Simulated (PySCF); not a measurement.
trichloroethylene (C2HCl3), singlet, geometry from GFN2-xTB; PySCF with PBE0/STO-3G.

Input for PySCF:
```python
from pyscf import gto, scf, dft

mol = gto.Mole()
mol.atom = '''
    Cl    2.164304    0.650631   -0.024884
    C     0.968681   -0.568927   -0.034553
    C    -0.332364   -0.292371   -0.001418
    Cl   -0.967282    1.297247    0.054353
    Cl   -1.500229   -1.550861   -0.012694
    H     1.336608   -1.581513   -0.069361
'''
mol.basis = 'sto-3g'
mol.charge = 0
mol.spin = 0
mol.verbose = 4
mol.build()

mf = dft.RKS(mol)
mf.xc = 'pbe0'
mf.grids.atom_grid = (75, 302)
mf.kernel()
mf.analyze()
```

What the program printed (banner, timings and long lists left out):

```
PySCF version 2.14.0

[INPUT] verbose = 4
[INPUT] num. atoms = 6
[INPUT] num. electrons = 64
[INPUT] charge = 0
[INPUT] spin (= nelec alpha-beta = 2S) = 0
[INPUT] symmetry False subgroup None
[INPUT] Mole.unit = angstrom
[INPUT] Symbol           X                Y                Z      unit          X                Y                Z       unit  Magmom
[INPUT]  1 Cl     2.164304000000   0.650631000000  -0.024884000000 AA    4.089941810301   1.229514398152  -0.047023944884 Bohr   0.0
[INPUT]  2 C      0.968681000000  -0.568927000000  -0.034553000000 AA    1.830541792070  -1.075116214870  -0.065295706782 Bohr   0.0
[INPUT]  3 C     -0.332364000000  -0.292371000000  -0.001418000000 AA   -0.628076933665  -0.552501116765  -0.002679631645 Bohr   0.0
[INPUT]  4 Cl    -0.967282000000   1.297247000000   0.054353000000 AA   -1.827898065222   2.451441545914   0.102712284048 Bohr   0.0
[INPUT]  5 Cl    -1.500229000000  -1.550861000000  -0.012694000000 AA   -2.835021934130  -2.930702547269  -0.023988183425 Bohr   0.0
[INPUT]  6 H      1.336608000000  -1.581513000000  -0.069361000000 AA    2.525823055903  -2.988626432439  -0.131073293726 Bohr   0.0

nuclear repulsion = 319.664307475796
number of shells = 22
number of NR pGTOs = 114
number of NR cGTOs = 38
basis = sto-3g
ecp = {}

******** <class 'pyscf.dft.rks.RKS'> ********
method = RKS
initial guess = minao
damping factor = 0
level_shift factor = 0
DIIS = <class 'pyscf.scf.diis.CDIIS'>
diis_start_cycle = 1
diis_space = 8
diis_damp = 0
SCF conv_tol = 1e-09
SCF conv_tol_grad = None
SCF max_cycles = 50
direct_scf = True
direct_scf_tol = 1e-13
XC library pyscf.dft.libxc version 7.1.2
    S. Lehtola, C. Steigemann, M. J. T. Oliveira, and M. A. L. Marques,  SoftwareX 7, 1–5 (2018)
XC functionals = pbe0
    C. Adamo and V. Barone,  J. Chem. Phys. 110, 6158 (1999)
    M. Ernzerhof and G. E. Scuseria,  J. Chem. Phys. 110, 5029 (1999)
radial grids:
    Treutler-Ahlrichs [JCP 102, 346 (1995); DOI:10.1063/1.469408] (M4) radial grids

becke partition: Becke, JCP 88, 2547 (1988); DOI:10.1063/1.454033
pruning grids: <function nwchem_prune>
grids dens level: 3
symmetrized grids: False
atomic radii adjust function: <function treutler_atomic_radii_adjust>
User specified grid scheme (75, 302)
small_rho_cutoff = 0
Set gradient conv threshold to 3.16228e-05
Initial guess from minao.
tot grids = 84024
init E= -1440.81020701795
  HOMO = -0.273945158990467  LUMO = -0.00684491190710435  gap/eV = 7.26817
cycle= 1 E= -1440.83405075949  delta_E= -0.0238  |g|= 0.421  |ddm|= 3.67
  HOMO = -0.250029893265835  LUMO = -0.0455966992701863  gap/eV = 5.56291
cycle= 2 E= -1440.78890681668  delta_E= 0.0451  |g|= 0.588  |ddm|= 1.59
  HOMO = -0.22539961302276  LUMO = 0.0524714579995085  gap/eV = 7.56126
cycle= 3 E= -1440.90468413425  delta_E= -0.116  |g|= 0.0486  |ddm|= 0.893
  HOMO = -0.223301821580102  LUMO = 0.0586874754073389  gap/eV = 7.67332
cycle= 4 E= -1440.9051853647  delta_E= -0.000501  |g|= 0.0327  |ddm|= 0.117
  HOMO = -0.224833424922872  LUMO = 0.0568587945654815  gap/eV = 7.66524
cycle= 5 E= -1440.90551346549  delta_E= -0.000328  |g|= 0.00144  |ddm|= 0.0415
  HOMO = -0.224827832680451  LUMO = 0.0569206151051088  gap/eV = 7.66677
cycle= 6 E= -1440.90551451995  delta_E= -1.05e-06  |g|= 0.000179  |ddm|= 0.00377
  HOMO = -0.224823328260861  LUMO = 0.0569064826561245  gap/eV = 7.66626
cycle= 7 E= -1440.90551453745  delta_E= -1.75e-08  |g|= 3.88e-05  |ddm|= 0.000506
  HOMO = -0.224828283216479  LUMO = 0.0568997176476105  gap/eV = 7.66621
cycle= 8 E= -1440.90551453813  delta_E= -6.74e-10  |g|= 4.48e-06  |ddm|= 8.93e-05
  HOMO = -0.224828426064617  LUMO = 0.056899190893159  gap/eV = 7.66620
Extra cycle  E= -1440.90551453813  delta_E= -4.09e-12  |g|= 4.64e-06  |ddm|= 1.75e-05
converged SCF energy = -1440.90551453813
**** SCF Summaries ****
Total Energy =                       -1440.905514538129864
Nuclear Repulsion Energy =             319.664307475796193
One-electron Energy =                -2625.759967719601264
Two-electron Energy =                  865.190145705675263
Two-electron Coulomb Energy =          960.399880679841090
DFT Exchange-Correlation Energy =      -95.209734974165798
HOMO-LUMO gap [eV] =                     7.666198937532729
**** MO energy ****
MO #1   energy= -100.696263409155  occ= 2
MO #2   energy= -100.696018672135  occ= 2
MO #3   energy= -100.685558610259  occ= 2
MO #4   energy= -10.1997027092311  occ= 2
MO #5   energy= -10.1533459244089  occ= 2
MO #6   energy= -9.39286374860362  occ= 2
MO #7   energy= -9.39249265466558  occ= 2
MO #8   energy= -9.382557456714    occ= 2
MO #9   energy= -7.14468144592365  occ= 2
MO #10  energy= -7.14440973040952  occ= 2
MO #11  energy= -7.13428203276596  occ= 2
MO #12  energy= -7.12838943565367  occ= 2
MO #13  energy= -7.12818237757618  occ= 2
MO #14  energy= -7.12803327678499  occ= 2
MO #15  energy= -7.12747939010225  occ= 2
MO #16  energy= -7.11844077290191  occ= 2
MO #17  energy= -7.11743919287231  occ= 2
MO #18  energy= -0.942675475376823 occ= 2
MO #19  energy= -0.867806330952798 occ= 2
MO #20  energy= -0.826283203312787 occ= 2
MO #21  energy= -0.720631364256679 occ= 2
MO #22  energy= -0.56357689842199  occ= 2
MO #23  energy= -0.49785956427994  occ= 2
MO #24  energy= -0.469763019515296 occ= 2
MO #25  energy= -0.416314547028208 occ= 2
MO #26  energy= -0.405416285778113 occ= 2
MO #27  energy= -0.333973320322007 occ= 2
MO #28  energy= -0.317982911743311 occ= 2
MO #29  energy= -0.310015732500751 occ= 2
MO #30  energy= -0.301543508908924 occ= 2
MO #31  energy= -0.287218015251585 occ= 2
MO #32  energy= -0.224828426064617 occ= 2
MO #33  energy= 0.056899190893159  occ= 0
MO #34  energy= 0.100550088535392  occ= 0
MO #35  energy= 0.113567379596689  occ= 0
MO #36  energy= 0.23860172670423   occ= 0
MO #37  energy= 0.473344928193495  occ= 0
MO #38  energy= 0.611012924479847  occ= 0
 ** Mulliken pop on meta-lowdin orthogonal AOs  **
 ** Mulliken pop  **
pop of  0 Cl 1s           2.00000
pop of  0 Cl 2s           1.99987
pop of  0 Cl 3s           1.90695
pop of  0 Cl 2px          1.99971
pop of  0 Cl 2py          1.99971
pop of  0 Cl 2pz          1.99996
pop of  0 Cl 3px          1.59399
pop of  0 Cl 3py          1.59030
pop of  0 Cl 3pz          1.92451
pop of  1 C 1s            1.99968
pop of  1 C 2s            1.05975
pop of  1 C 2px           0.94726
pop of  1 C 2py           0.97219
pop of  1 C 2pz           1.08483
pop of  2 C 1s            1.99971
pop of  2 C 2s            1.08467
pop of  2 C 2px           0.96268
pop of  2 C 2py           0.83305
pop of  2 C 2pz           1.12397
pop of  3 Cl 1s           2.00000
pop of  3 Cl 2s           1.99987
pop of  3 Cl 3s           1.91061
pop of  3 Cl 2px          1.99990
pop of  3 Cl 2py          1.99952
pop of  3 Cl 2pz          1.99997
pop of  3 Cl 3px          1.86523
pop of  3 Cl 3py          1.29796
pop of  3 Cl 3pz          1.92950
pop of  4 Cl 1s           2.00000
pop of  4 Cl 2s           1.99987
pop of  4 Cl 3s           1.91182
pop of  4 Cl 2px          1.99973
pop of  4 Cl 2py          1.99969
pop of  4 Cl 2pz          1.99997
pop of  4 Cl 3px          1.61380
pop of  4 Cl 3py          1.54941
pop of  4 Cl 3pz          1.93628
pop of  5 H 1s            0.90408
 ** Mulliken atomic charges  **
charge of    0Cl =     -0.01500
charge of    1C =     -0.06372
charge of    2C =     -0.00408
charge of    3Cl =     -0.00255
charge of    4Cl =     -0.01057
charge of    5H =      0.09592
Dipole moment(X, Y, Z, Debye):  0.52027, -1.25235, -0.04433
```
